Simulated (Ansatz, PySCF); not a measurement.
Molecule: sum formula BNH₂F₂, charge 0, multiplicity 1. 
Coordinates optimised at B3LYP-D3(BJ)/def2-TZVP (Ansatz, a program for electronic structure):
```
B
F 1 1.3346
F 1 1.3346 2 117.54
N 1 1.3941 2 121.23 3 180.00
H 4 1.0045 1 122.46 2 -180.00
H 4 1.0045 5 115.08 1 -180.00
```

Wanted: atomisation energy (electronic, to ground-state atoms), in kcal/mol. Correlated levels leave the core frozen unless marked. UHF or UKS for open shells. Spin-orbit coupling is left out. No relativistic terms. The coupled-cluster limit lacks core correlation, which all-electron functionals hold. CBS(X,Y): correlation extrapolated as X^-3; Hartree-Fock from the larger set.

```
level                                program  atomisation energy (kcal/mol)
----------------------------  --------------  -----------------------------
BLYP-D3(BJ)/def2-TZVPD        Ansatz + dftd3                          623.8
BLYP-D4/def2-TZVPD            Ansatz + dftd4                          624.2
PBE0/def2-TZVP                        Ansatz                            [?]
TPSSh-D4/def2-TZVPD            PySCF + dftd4                            [?]
CCSD/6-31G                            Ansatz                          508.3
CCSD/aug-cc-pVTZ                      Ansatz                          596.0
CCSD(T)/CBS(cc-pVTZ,cc-pVQZ)          Ansatz                          619.4
```

### Question
Fill in the missing entries.

### Answer

- PBE0/def2-TZVP, atomisation energy (kcal/mol): 617.7
- TPSSh-D4/def2-TZVPD, atomisation energy (kcal/mol): 613.3
